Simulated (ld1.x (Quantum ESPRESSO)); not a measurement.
**Before and after: TM potential for As**

arsenic (As), norm-conserving Troullier–Martins (Kleinman–Bylander form), made with ld1.x (Quantum ESPRESSO) 7.5 (PBE, fully relativistic). Core [Ar] 3d10, reference 4s2 4p3. Waves: 4s (bound): rc 1.35 bohr; 4p (bound): rc 1.55 bohr; 4d channel at 0.25 Ry: rc 1.35 bohr. Local part: all-electron potential smoothed inside 1.35 bohr (lloc = -1). Core correction: none.

Open shells are filled in proportion to 2j + 1 (rel_dist='average').

All-electron outer shells of the reference configuration (PBE, scalar-relativistic, ld1.x):

| shell | level (eV) | outermost node (bohr) | outermost maximum (bohr) |
| --- | --- | --- | --- |
| 3p | -133.68 | 0.22 | 0.52 |
| 3d | -40.65 | – | 0.47 |
| 4s | -14.49 | 0.73 | 1.61 |
| 4p | -5.19 | 0.78 | 2.00 |

Change: wave 4d channel at 0.25 Ry: rc 1.35 bohr becomes 4d channel at 3.49 Ry: rc 1.35 bohr.

Cutoffs: the cutoffs (Ry, on a coarse ladder) from which the occupation-weighted sum of valence levels, in a spherical-Bessel basis at the reference potential, stays within 10 and 1 mRy of its value at 400 Ry; they do not see the model core or the augmentation charge, which bear on the density cutoff. Errors are all-electron minus pseudo energies relative to the spin-unpolarised reference configuration.

Q: How do hardness, ghosts and transferability respond?

A: The potential gets neither clearly harder nor softer (40 Ry and 90 Ry → 40 Ry and 90 Ry); the bound ghost in d disappears; the errors of the 7 common tests hardly move; the range in which the d3/2 phases agree widens (upper end 1.4 → at the end of the scan); the range in which the d5/2 phases agree widens (upper end 1.4 → at the end of the scan).

| quantity | base | changed |
| --- | --- | --- |
| cutoff, loose | 40 Ry | 40 Ry |
| cutoff, tight | 90 Ry | 90 Ry |
| bound ghosts | d3/2, d5/2 | none |
| error for 4s2 4p2, meV [ΔE 9.15 eV] | +25 | +25 |
| error for 4s2 4p1, meV [ΔE 27.07 eV] | +176 | +176 |
| error for 4s2 4p0, meV [ΔE 54.78 eV] | +775 | +775 |
| error for 4s1 4p4, meV [ΔE 9.41 eV] | +9.0 | +9.0 |
| error for 4s1 4p0, meV [ΔE 105.43 eV] | +2231 | +2231 |
| error for 4s2 4p3.3, meV [ΔE -1.23 eV] | +0.6 | +0.6 |
| error for 4s2 4p2.5, meV [ΔE 3.56 eV] | +6.9 | +6.9 |
| s: phases at 1.71 bohr within 0.05 rad from the reference energy up to (Ry; the scan ends near 5) | -0.4 | -0.4 |
| p1/2: phases at 1.71 bohr within 0.05 rad from the reference energy up to (Ry; the scan ends near 5) | 2.0 | 2.0 |
| p3/2: phases at 1.71 bohr within 0.05 rad from the reference energy up to (Ry; the scan ends near 5) | 1.4 | 1.4 |
| d3/2: phases at 1.71 bohr within 0.05 rad from the reference energy up to (Ry; the scan ends near 5) | 1.4 | to the end of the scan |
| d5/2: phases at 1.71 bohr within 0.05 rad from the reference energy up to (Ry; the scan ends near 5) | 1.4 | to the end of the scan |

 A true bound ghost makes a file unfit for plane-wave use even where its test errors are small: the radial tests pick states by their node count and pass the ghost by.
